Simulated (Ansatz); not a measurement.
Reaction (substitution at a C–Si bond): `[SiH3][CH2][GaH2]` + CH₃OH → `CO[CH2][GaH2]` + SiH₄

Computed with Ansatz on PBE0-D4/def2-TZVP structures; ΔE is electronic, products minus reactants. CBS: MP2 limit from def2 TZ/QZ plus the TZ coupled-cluster correction, frozen cores. This one scheme is used for every species. Functionals use def2-TZVPP. B3LYP here is the variant with VWN-RPA as its local correlation; programs differ in this. For Ga outer-core shells are correlated without core-valence functions, which leaves a few kJ/mol of doubt a bond. Scalar relativity is left out up to krypton. One conformer a species, not always the lowest.

CCSD(T)/CBS gives +110.2 kJ/mol.

(1) Another level gave +107.6 kJ/mol. Which?
A. B3LYP-D4/def2-TZVPP
B. r2SCANh/def2-TZVPP
C. BHLYP-D4/def2-TZVPP
D. BLYP/def2-TZVPP

Largest T1 diagnostic among the species: 0.012.

Answers

(1) B. r2SCANh 107.6, BHLYP-D4 102.4, B3LYP-D4 98.2, BLYP 91.2 kJ/mol.

Leaving LDA and LC-ωPBE aside and taking each functional with its dispersion term where it has one, the values, not all of them listed here, spread over 18.0 kJ/mol, from BLYP-D4 to PBE-QIDH. From PBE to PBE0 (25 % exact exchange), in def2-TZVPP and without D4, ΔE moves by +5.0 kJ/mol. At CCSD(T), def2-SVP lies −27.8 kJ/mol from the extrapolated value and def2-TZVPP −5.9 kJ/mol.
